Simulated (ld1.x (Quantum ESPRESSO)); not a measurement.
## Scattering properties, TM potential for caesium (Cs)

ld1.x (Quantum ESPRESSO) 7.5 input, shortened:

```
&input
   title='Cs', zed=55., rel=1, dft='PBE', iswitch=3,
   config='[Xe] 5d0 6s0.5 6p0'
 /
 &inputp
   pseudotype=2, tm=.true., lloc=0,
   nlcc=.true., new_core_ps=.true., rcore=1.95
 /
3
5P  2  1   6.00   0.00  3.00  3.00  0.0
5D  3  2   0.00   0.00  4.20  4.20  0.0
5S  1  0   2.00   0.00  3.00  3.00  0.0
 &test
   configts(1)='5s2 5p6 5d0 6s0.5 6p0'
 /
```

Occupied shells without a wave of their own: 6s. They enter only through the test configuration that unscreens the potential, and ld1.x also counts them in the model core charge.

The phase is arctan(r·u′/u) with u = r·R(r), unwrapped; energies in Ry, scanned from -4 to 5 Ry. A pole is an energy at which the radial function vanishes at the test radius. The pseudo phase is shifted by a multiple of π to meet the all-electron one at the reference energy, and phase errors are pseudo minus all-electron; the curves can meet again beyond the range given. Levels narrower than the energy grid can be missing from the lists of poles. n/a: not evaluated, since a narrow level or a reset projector energy made the automatic matching unsafe.

```csv
channel,radius (bohr),reference energy (Ry),"poles, all-electron","poles, pseudo",unbroken range about the reference energy with phases within 0.05 rad,phase error 1 Ry above the reference energy (rad)
s,4.53,-2.14,"-2.13, 0.54, 3.67","0.25, 2.51",n/a,n/a
p,4.53,-1.17,"-1.14, 1.13, 4.42","-1.03, 1.33",not even at the reference energy,-3.009
d,4.53,-0.16,"0.13, 2.28","0.24, 2.35",not even at the reference energy,+0.194
```

A Bessel basis up to 400 Ry misses an occupied level by 0.06 Ry, so cutoffs and ghosts were not judged. The potential misses its own reference levels by up to 1.6 eV, so it is not fit for use. ld1.x takes every shell without a wave as core, so the model core holds the 6s electrons as well and exchange and correlation see them twice. This cancels in the reference configuration, but the file is broken for other ones, and its errors say nothing about a proper core correction.

Phases in the s channel:

| E (Ry) | all-electron | pseudo |
| --- | --- | --- |
| -4.00 | 1.452 | -1.688 |
| -3.52 | 1.443 | -1.697 |
| -3.04 | 1.431 | -1.708 |
| -2.56 | 1.414 | -1.724 |
| -2.08 | -1.722 | -1.778 |
| -1.60 | -1.777 | -4.912 |
| -1.12 | -1.846 | -4.976 |
| -0.64 | -2.058 | -5.175 |
| -0.16 | -3.934 | -7.306 |
| 0.32 | -4.635 | -7.888 |
| 0.80 | -4.780 | -8.116 |
| 1.28 | -4.914 | -9.784 |
| 1.76 | -5.416 | -10.819 |
| 2.24 | -7.454 | -10.954 |
| 2.72 | -7.724 | -11.024 |
| 3.20 | -7.806 | -11.095 |
| 3.68 | -7.855 | -11.252 |
| 4.16 | -7.896 | -13.042 |
| 4.64 | -7.946 | -13.953 |
